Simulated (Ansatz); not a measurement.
System: Se₂, charge 0, triplet. Se2 (SMILES [Se]=[Se], triplet).
B3LYP-D3(BJ)/def2-TZVP minimum from Ansatz (a program for electronic structure):
```
Se
Se 1 2.1882
```
Charge 0, spin multiplicity 3.

Total energies in cc-pVTZ, 12 correlated electrons, 28 frozen orbitals. UHF or UKS for unpaired electrons; spin-orbit terms are left out. Cores are frozen in correlated methods (noble-gas shells, and filled d and f shells in the p block). No relativity. The UHF reference of Se2 ([Se]=[Se], triplet) is spin-contaminated (<S^2> up to 0.05 over the pure value in the sets run). The determinant of Se2 ([Se]=[Se], triplet) is a saddle point of the SCF energy; a lower one exists, which strains HF and MP2.

```json
[
 {"method": "HF", "program": "Ansatz", "energy (Eh)": "-4799.79495", "minus CCSDT(Q) (mEh)": "316.26"},
 {"method": "MP2", "program": "Ansatz", "energy (Eh)": "-4800.06923", "minus CCSDT(Q) (mEh)": "41.98"},
 {"method": "CCSD", "program": "Ansatz", "energy (Eh)": "-4800.09219", "minus CCSDT(Q) (mEh)": "19.03"},
 {"method": "CCSD(T)", "program": "Ansatz", "energy (Eh)": "-4800.10883", "minus CCSDT(Q) (mEh)": "2.38"},
 {"method": "CCSDT(Q)", "program": "Ansatz", "energy (Eh)": "-4800.11121", "minus CCSDT(Q) (mEh)": "0.00"}
]
```

Rough core times of Ansatz's runs on a shared machine: CCSD(T) 50 s, CCSDT(Q) 4 min.
